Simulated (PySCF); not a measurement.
```xyz
10

S     -0.5028    -1.1466    -2.0020
C     -0.4637    -0.4228    -0.5550
C     -1.5028     0.4350     0.1239
S     -0.1194     1.4971     0.7510
C      0.7284    -0.1386     0.3296
S      2.3225    -0.2030    -0.4884
H     -2.0328    -0.0674     0.9471
H     -2.2117     0.9225    -0.5544
H      0.7440    -0.7584     1.2378
H      3.0384    -0.1178     0.6588
```

Charge 0, multiplicity 1.

Task: Give the Mulliken and meta-Löwdin atomic charges from PBE-D3(BJ)/def2-TZVP run with PySCF.

Result: 
| atom | Mulliken (e) | meta-Löwdin (e) |
|---|---|---|
| S1 | -0.17 | -0.06 |
| C2 | -0.01 | -0.01 |
| C3 | -0.14 | -0.27 |
| S4 | -0.07 | 0.04 |
| C5 | -0.01 | -0.21 |
| S6 | -0.15 | -0.02 |
| H7 | 0.13 | 0.14 |
| H8 | 0.14 | 0.15 |
| H9 | 0.14 | 0.15 |
| H10 | 0.14 | 0.10 |
